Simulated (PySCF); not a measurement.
CH5NO2SW, SMILES [S]=[W]([OH])([OH])=[N]C, multiplicity 1.

Coordinates come from a r2SCAN-D4/def2-SVP optimisation. The spin state was assumed, not searched. The def2 effective core potentials stand for the cores of W; spin–orbit coupling is left out. The values are those of a single conformer.

The numbers are results of PBE/def2-TZVP (PySCF), not measurements.

Symmetry labels are those of the subgroup Cs that the program uses (full group Cs).

**Question.** List the valence orbital energies around the gap with their symmetry. (An estimate is asked for; the answer gives what the named calculation found.)

**Answer.** 
```json
[
 {"orbital": "HOMO−7", "symmetry": "A\"", "energy (eV)": "-9.33"},
 {"orbital": "HOMO−6", "symmetry": "A'", "energy (eV)": "-8.90"},
 {"orbital": "HOMO−5", "symmetry": "A\"", "energy (eV)": "-8.11"},
 {"orbital": "HOMO−4", "symmetry": "A'", "energy (eV)": "-7.77"},
 {"orbital": "HOMO−3", "symmetry": "A\"", "energy (eV)": "-7.06"},
 {"orbital": "HOMO−2", "symmetry": "A'", "energy (eV)": "-6.94"},
 {"orbital": "HOMO−1", "symmetry": "A\"", "energy (eV)": "-6.09"},
 {"orbital": "HOMO", "symmetry": "A'", "energy (eV)": "-5.76"},
 {"orbital": "LUMO", "symmetry": "A'", "energy (eV)": "-2.15"},
 {"orbital": "LUMO+1", "symmetry": "A\"", "energy (eV)": "-2.09"},
 {"orbital": "LUMO+2", "symmetry": "A'", "energy (eV)": "-1.27"},
 {"orbital": "LUMO+3", "symmetry": "A\"", "energy (eV)": "-1.09"}
]
```
